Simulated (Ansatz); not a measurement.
**Ligand exchange through a proton shuttle**

Start structure (SiNH₇Cl₂O, closed shell), relaxed at PBE0-D4/def2-TZVP:

```json
{"atom": "Si1", "x (Å)": "-1.1456", "y (Å)": "-0.7257", "z (Å)": "0.1394"}
{"atom": "Cl2", "x (Å)": "0.7863", "y (Å)": "-1.8701", "z (Å)": "0.6315"}
{"atom": "H3", "x (Å)": "-0.9749", "y (Å)": "-1.0917", "z (Å)": "-1.2734"}
{"atom": "H4", "x (Å)": "-1.8301", "y (Å)": "-1.4639", "z (Å)": "1.2087"}
{"atom": "Cl5", "x (Å)": "-2.8537", "y (Å)": "0.5926", "z (Å)": "-0.2675"}
{"atom": "H6", "x (Å)": "0.6083", "y (Å)": "0.9306", "z (Å)": "0.0235"}
{"atom": "N7", "x (Å)": "-0.1741", "y (Å)": "0.7882", "z (Å)": "0.6981"}
{"atom": "H8", "x (Å)": "1.9878", "y (Å)": "-0.4144", "z (Å)": "-0.6636"}
{"atom": "O9", "x (Å)": "2.0261", "y (Å)": "0.5191", "z (Å)": "-0.9387"}
{"atom": "H10", "x (Å)": "-0.7769", "y (Å)": "1.6064", "z (Å)": "0.7360"}
{"atom": "H11", "x (Å)": "0.2565", "y (Å)": "0.6107", "z (Å)": "1.6026"}
{"atom": "H12", "x (Å)": "2.0900", "y (Å)": "0.5181", "z (Å)": "-1.8965"}
```

The step: SiH₂Cl₂ ([Cl][SiH2][Cl]) + H₂O + NH₃ → SiNH₄Cl ([NH2][SiH2][Cl]) + HCl + H₂O; bonds formed: Cl2–H8, H6–O9; bonds broken: Si1–Cl2, H6–N7, H8–O9. Program: Ansatz 0.2.0. Basis: def2-TZVPP and def2-QZVPP. Cores are frozen in the correlated methods. Extrapolation: Hartree–Fock as exp(−7.88 √X), correlation as X^−2.97. Energies below are by CCSD(T) at an estimated basis limit (MP2 extrapolated from triple and quadruple zeta, plus CCSD(T) − MP2 in triple zeta).

(1) What are the electronic barrier and the energy of the step, from the start structure to the end structure? (An estimate is asked for; the value comes from the calculation.)

The T1 diagnostic stays at or below 0.010.

Answers

(1) By the calculation: Barrier 66.2 kJ/mol; step energy 38.6 kJ/mol (uphill); reverse barrier, their difference, 27.6 kJ/mol. Barrier and step energy count from the start structure, the reverse barrier from the end structure.

The saddle point: One imaginary mode of 458i cm⁻¹.
```tsv
pair	start (Å)	saddle (Å)	end (Å)
Cl2–H8	2.29	1.61	1.34
H6–O9	1.76	1.09	0.98
Si1–Cl2	2.30	2.88	3.44
H6–N7	1.04	1.48	1.88
H8–O9	0.97	1.15	1.62
```

Zero-point energy (harmonic, PBE0-D4): ZPE is 224.3 kJ/mol at the start and 207.7 kJ/mol at the saddle, so the barrier goes from 66.2 to 49.7 kJ/mol.

The step is the kind of exchange with an N–H group that builds nitride films in atomic layer and chemical vapour deposition.

Labels in which every atom is bracketed show which atoms are joined, not bond orders.

For scale, one of the runs: CCSD(T)/def2-TZVPP, 286 basis functions, launched by `ansatz run in.yaml --threads 8 --pin off --events-out ev --progress --plain --max-ram 19148MiB`. Time: 3.1 min of wall clock on 8 CPU threads of an Arm Neoverse V1; the host was shared. Peak host memory: 8.3 GiB.
